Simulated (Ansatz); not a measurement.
```yaml
crystal:
  periodic: [false, false, false]
  atoms:
    - {symbol: O, position_ang: [-0.807958, 2.231694, 0.745181]}
    - {symbol: Ge, position_ang: [0.378642, 0.942492, 1.080077]}
    - {symbol: Al, position_ang: [0.117217, -1.405886, 0.576737]}
    - {symbol: C, position_ang: [-0.259286, -0.888373, -1.265716]}
    - {symbol: S, position_ang: [1.261820, 0.107893, -0.933233]}
    - {symbol: H, position_ang: [-1.656254, 1.876031, 0.470688]}
    - {symbol: H, position_ang: [1.538083, 1.724030, 1.720250]}
    - {symbol: H, position_ang: [0.619218, -2.753517, 1.226543]}
    - {symbol: H, position_ang: [-1.087095, -0.260813, -1.584089]}
    - {symbol: H, position_ang: [-0.021386, -1.624652, -2.033339]}
basis:
  gaussian: {orbitals: cc-pVTZ-DK, final_grid: {core_spheres: 8, valence_spheres: 7, degree: 23}}
total_charge: -1
magnetization: {spin_polarized: true, initial_magnetization: 1}
hamiltonian: {xc: {name: wB97X-D}, pseudopotentials: {relativity: scalar}}
accuracy: high
output: {forces: true}
```

```sh
$ ansatz run in.yaml --threads 4 --pin off --events-out ev --progress --plain --max-ram 10444MiB
```

Question: How does Ansatz answer? (Estimate.)

Answer: Ansatz gave: The input was rejected before any iteration.
```
Error: YAML parse error: error: line 18 column 19: hamiltonian.xc: no functional is named "wB97X-D"; the names, which are not case-sensitive, are SVWN5, SPW92, PBE, PBE0, PBEsol, revPBE, revPBE0, RPBE, rPW86-PBE, HSE06, wPBEh, LC-wPBE, HISS, HF, BLYP, B3LYP, B3LYP5, BHLYP, CAM-B3LYP, r2SCAN, r2SCANh, r2SCAN0, r2SCAN50, m-r2SCAN, B97, wB97, wB97X, wB97X-V, B97M-V, wB97M-V, B2PLYP, B2GP-PLYP, PBE0-DH, PBE-QIDH
16 | total_charge: -1
17 | magnetization: {spin_polarized: true, initial_magnetization: 1}
18 | hamiltonian: {xc: {name: wB97X-D}, pseudopotentials: {relativity: scalar}}
19 | accuracy: high
20 | output: {forces: true}
```

HSE06 is defined as in plane-wave codes.
